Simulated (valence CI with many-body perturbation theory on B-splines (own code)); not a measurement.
# E1 line list for Hg LXV

Calculated by configuration interaction combined with many-body perturbation theory (CI+MBPT): six valence electrons over a frozen Dirac-Fock core [Ne], radial functions for each j: 9 s, 9 p, 8 d, 6 f, 3 g, 1 h, with the one-electron correlation potential Σ1, the two-electron term Σ2, the three-electron term Σ3, Breit, model QED; selected CI, second order for the rest, scaled by the run's own slope (own B-spline code, finite nucleus).

The last digits are not significant, and no measured levels were compared; by estimate large intervals hold to a few tenths of a per cent, small ones and those within an open d or f shell to about a per cent. Among the levels kept, up to 1100 cm⁻¹ of a level comes from second order outside the variational space, and about a tenth of that is noise between levels of different J, which matters for small intervals.

Lines 101 to 131 of 131 in falling wavelength, among levels below 921.35 eV, chosen from the strongest by gf and those to the six lowest levels. Wavelengths and rates use the calculated energies. Electric multipoles are in the length gauge with retardation, E1 and E2 with the static RPA response of the core. Weak lines are less certain than strong ones. Lines between different terms over intervals too small for the method are left out, as are lines whose strength nearly cancels. The highest levels of a list are the least certain.

Levels are named by their leading jj configuration (3d3/2^4 stands for four electrons in 3d with j = 3/2), which in mixed levels can hold well under half, so a name can repeat and another be missing. Letters in brackets count levels of one name in rising energy.

```tsv
λ vac (nm)	Upper	Lower	A (s⁻¹)	log gf	Branch %
3.030	(3s^2 3p1/2^2 3d5/2^2) J=0	(3s^2 3p1/2^2 3p3/2 3d5/2) J=1	9.72e+11	-0.87	100.0
3.016	(3s^2 3p1/2^2 3d5/2^2) J=4	(3s^2 3p1/2^2 3p3/2 3d5/2) J=4	2.03e+11	-0.60	27.0
3.002	(3s^2 3p1/2 3p3/2^2 3d5/2) J=2 [b]	(3s^2 3p1/2 3p3/2^3) J=1	5.97e+11	-0.39	76.6
3.000	(3s^2 3p1/2^2 3d5/2^2) J=2	(3s^2 3p1/2^2 3p3/2 3d5/2) J=2	5.58e+11	-0.42	63.7
2.995	(3s^2 3p1/2^2 3d3/2 3d5/2) J=1	(3s^2 3p1/2^2 3p3/2 3d3/2) J=2	3.05e+10	-1.91	6.5
2.946	(3s^2 3p1/2^2 3p3/2 3d5/2) J=1	(3s^2 3p1/2^2 3p3/2^2) J=2	6.78e+10	-1.58	14.1
2.380	(3s^2 3p1/2^2 3d5/2^2) J=4	(3s^2 3p1/2^2 3p3/2 3d3/2) J=3	1.82e+09	-2.86	0.2
2.333	(3s^2 3p1/2^2 3d5/2^2) J=2	(3s^2 3p1/2^2 3p3/2 3d3/2) J=3	1.12e+09	-3.34	0.1
2.332	(3s^2 3p1/2^2 3d5/2^2) J=2	(3s^2 3p1/2^2 3p3/2 3d3/2) J=1	2.36e+09	-3.02	0.3
2.290	(3s^2 3p1/2^2 3d5/2^2) J=2	(3s^2 3p1/2^2 3p3/2 3d3/2) J=2	1.17e+09	-3.34	0.1
2.212	(3s^2 3p1/2^2 3d5/2^2) J=0	(3s^2 3p1/2^2 3p3/2 3d3/2) J=1	4.37e+08	-4.49	0.0
1.732	(3s 3p1/2^2 3p3/2^3) J=1	(3s^2 3p1/2^2 3p3/2^2) J=0	5.30e+11	-1.15	31.9
1.731	(3s 3p1/2^2 3p3/2^3) J=2	(3s^2 3p1/2^2 3p3/2^2) J=2	1.57e+12	-0.45	97.7
1.680	(3s 3p1/2^2 3p3/2^3) J=1	(3s^2 3p1/2^2 3p3/2^2) J=2	1.09e+12	-0.86	65.3
1.679	(3s^2 3p1/2 3p3/2^2 3d3/2) J=1 [a]	(3s^2 3p1/2^2 3p3/2^2) J=0	2.78e+11	-1.45	36.2
1.638	(3s^2 3p1/2 3p3/2^2 3d3/2) J=2 [a]	(3s^2 3p1/2^2 3p3/2^2) J=2	5.26e+09	-2.98	48.0
1.630	(3s^2 3p1/2 3p3/2^2 3d3/2) J=1 [a]	(3s^2 3p1/2^2 3p3/2^2) J=2	4.57e+11	-1.26	59.5
1.620	(3s^2 3p1/2 3p3/2^2 3d3/2) J=3 [a]	(3s^2 3p1/2^2 3p3/2^2) J=2	8.66e+10	-1.62	95.0
1.571	(3s^2 3p1/2 3p3/2^2 3d3/2) J=2 [b]	(3s^2 3p1/2^2 3p3/2^2) J=2	4.34e+11	-1.10	98.8
1.554	(3s^2 3p1/2 3p3/2^2 3d3/2) J=1 [b]	(3s^2 3p1/2^2 3p3/2^2) J=0	5.89e+10	-2.19	0.7
1.541	(3s^2 3p1/2 3p3/2^2 3d3/2) J=3 [b]	(3s^2 3p1/2^2 3p3/2^2) J=2	5.19e+12	0.11	100.0
1.527	(3s^2 3p1/2 3p3/2^2 3d3/2) J=1 [c]	(3s^2 3p1/2^2 3p3/2^2) J=0	7.37e+12	-0.11	74.5
1.525	(3s^2 3p1/2 3p3/2^2 3d3/2) J=2 [c]	(3s^2 3p1/2^2 3p3/2^2) J=2	7.65e+12	0.12	100.0
1.512	(3s^2 3p1/2 3p3/2^2 3d3/2) J=1 [b]	(3s^2 3p1/2^2 3p3/2^2) J=2	8.46e+12	-0.06	99.2
1.487	(3s^2 3p1/2 3p3/2^2 3d3/2) J=1 [c]	(3s^2 3p1/2^2 3p3/2^2) J=2	2.52e+12	-0.60	25.5
1.428	(3s^2 3p1/2 3p3/2^2 3d5/2) J=1	(3s^2 3p1/2^2 3p3/2^2) J=0	2.07e+10	-2.72	11.9
1.422	(3s^2 3p1/2 3p3/2^2 3d5/2) J=3 [a]	(3s^2 3p1/2^2 3p3/2^2) J=2	8.67e+09	-2.74	78.5
1.393	(3s^2 3p1/2 3p3/2^2 3d5/2) J=1	(3s^2 3p1/2^2 3p3/2^2) J=2	3.20e+08	-4.55	0.2
1.363	(3s^2 3p1/2 3p3/2^2 3d5/2) J=2 [a]	(3s^2 3p1/2^2 3p3/2^2) J=2	5.13e+08	-4.15	1.5
1.352	(3s^2 3p1/2 3p3/2^2 3d5/2) J=3 [b]	(3s^2 3p1/2^2 3p3/2^2) J=2	2.98e+07	-5.24	1.1
1.346	(3s^2 3p1/2 3p3/2^2 3d5/2) J=2 [b]	(3s^2 3p1/2^2 3p3/2^2) J=2	1.14e+10	-2.81	1.5
```
